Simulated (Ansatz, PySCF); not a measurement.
O2Si2, SMILES o1[si]2o[si]1=2. Atoms are numbered in the order given.

```xyz
4

Si     0.0000     0.0000     1.2534
Si     0.0000     0.0000    -1.2534
O      0.0000    -1.1801     0.0000
O      0.0000     1.1801     0.0000
```
Charge 0, spin multiplicity 1.

Geometry optimised at B3LYP-D3(BJ)/def2-SVP.

Two levels are set side by side: PBE-D3(BJ)/def2-SVP (Ansatz, a program for electronic structure) and B3LYP-D3(BJ)/def2-SVP (Ansatz). Each level has its own optimised geometry; the coordinates shown are those of the second. Frequencies come from the Hessian of PySCF at each geometry. Differences are taken from unrounded values.

```json
[
 {"quantity": "mean bond length (Å)", "B3LYP-D3(BJ)": "1.879"},
 {"quantity": "bond Si1–Si2 (Å)", "B3LYP-D3(BJ)": "2.507"},
 {"quantity": "bond Si1–O3 (Å)", "B3LYP-D3(BJ)": "1.722"},
 {"quantity": "bond Si1–O4 (Å)", "B3LYP-D3(BJ)": "1.722"},
 {"quantity": "bond Si2–O3 (Å)", "B3LYP-D3(BJ)": "1.722"},
 {"quantity": "bond Si2–O4 (Å)", "B3LYP-D3(BJ)": "1.722"},
 {"quantity": "highest harmonic wavenumber (cm⁻¹)", "B3LYP-D3(BJ)": "842"},
 {"quantity": "mean harmonic wavenumber (cm⁻¹)", "B3LYP-D3(BJ)": "617"},
 {"quantity": "zero-point energy (kcal/mol)", "B3LYP-D3(BJ)": "5.29"}
]
```

### Question
What does PBE-D3(BJ) give, and how far is it from B3LYP-D3(BJ)? (Estimate from the structure and the level; the computed values follow.)

### Answer

| quantity | PBE-D3(BJ) | PBE-D3(BJ) minus B3LYP-D3(BJ) |
|---|---|---|
| mean bond length (Å) | 1.892 | 0.013 |
| bond Si1–Si2 (Å) | 2.507 | 0.000 |
| bond Si1–O3 (Å) | 1.738 | 0.016 |
| bond Si1–O4 (Å) | 1.738 | 0.016 |
| bond Si2–O3 (Å) | 1.738 | 0.016 |
| bond Si2–O4 (Å) | 1.738 | 0.016 |
| highest harmonic wavenumber (cm⁻¹) | 800 | -42 |
| mean harmonic wavenumber (cm⁻¹) | 585 | -32 |
| zero-point energy (kcal/mol) | 5.01 | -0.28 |

GGA bonds tend to be longer and softer than those of functionals with exact exchange. Differences between two approximate levels are no errors against the true value.
